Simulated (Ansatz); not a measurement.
```yaml
crystal:
  periodic: [false, false, false]
  atoms:
    - {symbol: Cu, position_ang: [0.196411, 0.115567, -1.207503]}
    - {symbol: Cu, position_ang: [0.334009, 0.546650, 1.305433]}
    - {symbol: Cu, position_ang: [1.027645, -1.653492, 0.377259]}
    - {symbol: Te, position_ang: [-0.465359, 2.468009, -0.171624]}
    - {symbol: Te, position_ang: [-1.246507, -1.605818, 1.426654]}
    - {symbol: Te, position_ang: [2.635010, -0.643669, -1.304112]}
    - {symbol: Te, position_ang: [-2.242701, -0.933056, -1.150434]}
    - {symbol: Te, position_ang: [2.850808, 0.052637, 1.434513]}
    - {symbol: Te, position_ang: [-3.089317, 1.653181, -0.710196]}
basis:
  gaussian: {orbitals: def2-TZVP}
total_charge: 1
hamiltonian: {xc: pbe0, dispersion: d4}
scf: {omitted_lower_state_checks: [starts]}
output: {orbitals: {seedname: orbitals}}
```

```sh
$ ansatz run in.yaml --threads 4 --pin off --events-out ev --progress --plain --max-ram 6963MiB
```

(1) Does this run fit into the memory that it is given?

## Answers

(1) No. It has 435 basis functions, and Ansatz plans for 8 GiB where 7 GiB are given.
